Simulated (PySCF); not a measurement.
A species of formula C3H7BrGe has this rotational fingerprint, computed with PySCF, PBE0-D3(BJ)/def2-SVP geometry optimisation, gas phase:

```
Rotational constants : A = 2838, B = 1358, C = 1003 MHz
Dipole components    : |μa| = 2.28 D, |μb| = 0.66 D, |μc| = 0.01 D
Inertial defect      : -46.07 u·Å²
κ                    : -0.61
```

Problem. Which structure is it? (One computed conformer of each.)
A. `[GeH3][C@@H]1C[C@H]1Br`
B. `[Br:1][GeH2:2][CH:3]1[CH2:4][CH2:5]1` with Br1–Ge2–C3–C4 -38°

Solution. B. It is [Br][GeH2][CH]1CC1, an asymmetric top. The candidates at the same level (rigid rotor, commonest isotopes):

```csv
SMILES,A (MHz),B (MHz),C (MHz),μa (D),μb (D),μc (D),Δ (u·Å²),point group,rotor
[Br][GeH2][CH]1CC1,2838,1358,1003,2.28,0.66,0.01,-46.07,near Cs,asymmetric top
[GeH3][C@@H]1C[C@H]1Br,7035,580.5,553.5,1.18,0.73,0.05,-29.47,C1,near-prolate asymmetric top
```

`[GeH3][C@@H]1C[C@H]1Br` has A 148 % too high. No structure here is proved a minimum.
